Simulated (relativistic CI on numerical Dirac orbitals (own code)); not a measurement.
## Os69+: sensitivity of the levels to the model

Base calculation: Dirac-Coulomb-Breit CI, separate exchange-only KLI orbitals for each configuration, a model potential for QED, unscaled Slater integrals.

CI space (outside the closed core 1s2): 2s2 2p3, 2s 2p4, 2p5, 2p4 3s, 2s2 2p2 3s, 2p4 3p, 2p4 3d, 2s2 2p2 3p, 2s2 2p2 3d, 2s 2p3 3s, 2s 2p3 3p, 2s 2p3 3d, 2s2 2p2 4s, 2s2 2p2 4p, 2s2 2p2 4d, 2s2 2p2 4f. Levels of other configurations are missing.

Variants: (1) valence Slater integrals scaled by 0.9; (2) configuration mixing switched off; (3) only the first 3 configurations. Shifts of the energy above 2s2 2p3 2P°_3/2, in eV, for the lowest level and the first level of each name with at least 55 % of one term (blank where a level changes its place among those of its configuration and J or its character, or is not in the variant):

```csv
Level,Base,Δ(1),Δ(2),Δ(3)
2s2 2p3 2P°_3/2,0.0,0.0,0.0,0.0
2s2 2p3 4S°_3/2,1573.4,+3.9,-1.3,-0.2
2s2 2p3 2D°_5/2,1596.7,+0.5,-1.3,-0.1
2s2 2p3 2P°_1/2,1652.0,-3.5,+0.8,-0.5
2s 2p4 4P_5/2,1935.7,+5.7,-1.4,-0.3
2s 2p4 2S_1/2,2046.9,-4.2,-1.3,-0.1
2s 2p4 4P_3/2,3538.2,+7.1,-1.6,-0.5
2s 2p4 2D_5/2,3580.5,+1.8,-1.4,-0.2
2s 2p4 2P_1/2,3649.6,-3.7,-1.1,0.0
2s 2p4 2D_3/2,3657.5,-5.3,-1.1,+0.1
2p5 2P°_3/2,4058.3,-0.7,-7.3,+0.4
2p5 2P°_1/2,5663.2,+0.2,-3.3,+0.3
2s2 2p2 3s 4P_3/2,10881.7,+3.3,+0.8,
2s2 2p2 3s 2P_1/2,10892.6,+2.1,+0.3,
```

At this charge energies of transitions that change n are usually good to better than 1 %, and those within a shell (Δn = 0) to a few per cent.

Ionisation energy from the two ground configurations alone: base 17617.1 eV. The NIST ASD value (theoretical) is 17620 eV.

LS names give the leading component of a level, which can be under half, so a name can repeat, a term be missing and a line seem to break the LS rules.
